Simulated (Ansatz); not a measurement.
Species: AsH$_{2}$, charge 0, doublet. AsH2 (SMILES [AsH2], doublet).
B3LYP-D3(BJ)/def2-TZVP minimum from Ansatz (an electronic-structure program):
```xyz
3

As    -0.0239    -0.0491    -0.0281
H     -0.0021     1.4525    -0.3209
H      0.7904     0.1673     1.2490
```
Charge 0, spin multiplicity 2.

Total energies in hartree (Ansatz). UHF or UKS for unpaired electrons; spin-orbit terms are left out. Correlated methods leave the cores frozen (noble-gas shells, and filled d and f shells in the p block). No relativity. For partners of very few electrons the exact lower level stands in for a higher one.

```csv
species,HF/cc-pVTZ,CCSD(T)/cc-pVTZ,HF/cc-pVQZ,CCSD(T)/cc-pVQZ,CCSDT(Q)/cc-pVQZ
"1: AsH2 (SMILES [AsH2], doublet)",-2235.38487,-2235.53976,-2235.38830,-2235.55147,-2235.55243
2: As (quartet),-2234.23714,-2234.32576,-2234.23956,-2234.33229,-2234.33294
3: H (doublet),-0.49981,-0.49981,-0.49995,-0.49995,-0.49995
```

Q: Work out the atomisation energy (electronic, to ground-state atoms) in kcal/mol: take Hartree-Fock from cc-pVQZ, extrapolate the CCSD(T) correlation energy as X^-3 (X = 3, 4), and add CCSDT(Q) - CCSD(T) in cc-pVQZ. 1 hartree = 627.51 kcal/mol.

A: 
Species 1: correlation (64·(-0.16317) - 27·(-0.15489))/37 = -0.16921; step -0.00096; E1 = -2235.38830 + (-0.16921) + (-0.00096) = -2235.55847
Species 2: correlation (64·(-0.09273) - 27·(-0.08862))/37 = -0.09573; step -0.00065; E2 = -2234.23956 + (-0.09573) + (-0.00065) = -2234.33594
Species 3: correlation (64·(0.00000) - 27·(0.00000))/37 = 0.00000; step +0.00000; E3 = -0.49995 + (0.00000) + (+0.00000) = -0.49995
-1·E1 +1·E2 +2·E3 = 0.22263 hartree = 139.7 kcal/mol.
